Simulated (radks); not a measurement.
The numbers below are computed, except where a source is named.
Initial-state core-level shifts of neutral aluminium when its valence configuration changes from [Ne] 3s2 3p1. Code: a radial shooting solver on a logarithmic mesh with Libxc functionals. Model: scalar-relativistic Kohn-Sham, LDA (Slater exchange, Perdew-Wang correlation), spin-polarised, spherical densities, point nucleus; open shells are filled with parallel spins first. Shifts are changes of the shell-averaged eigenvalues in eV (positive: less bound).

valence          1s      2s      2p
3p3          -2.898  -2.887  -2.848
3s1 3p2      -1.226  -1.247  -1.225
3s1.5 3p1.5  -0.705  -0.704  -0.695
3s0.5 3p2.5  -2.077  -2.080  -2.051
